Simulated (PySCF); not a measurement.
C₂H₅ClFNSi, SMILES C=C[Si](N)(F)Cl.

Geometry: B3LYP-D3(BJ)/def2-SVP. The structure was generated by enumeration, and PubChem lists no compound with its InChIKey, so it may never have been made. Other conformers were not sampled.

Vertical ionisation energy (IE) and electron affinity (EA) in eV. Rows of orbital energies are one-electron estimates. Where ΔSCF, EOM or ADC give a negative EA the extra electron is unbound and the value depends on the basis.

```tsv
level	IE	EA
−ε(HOMO), −ε(LUMO), HF/def2-TZVP (PySCF)	10.77	-2.83
−ε(HOMO), −ε(LUMO), PBE/def2-TZVP (PySCF)	___	___
```

Q: Fill in the missing entries. (Estimate from the structure and the level; the computed values follow.)

A: 
- −ε(HOMO), −ε(LUMO), PBE/def2-TZVP (PySCF), IE: 6.71
- −ε(HOMO), −ε(LUMO), PBE/def2-TZVP (PySCF), EA: 1.94
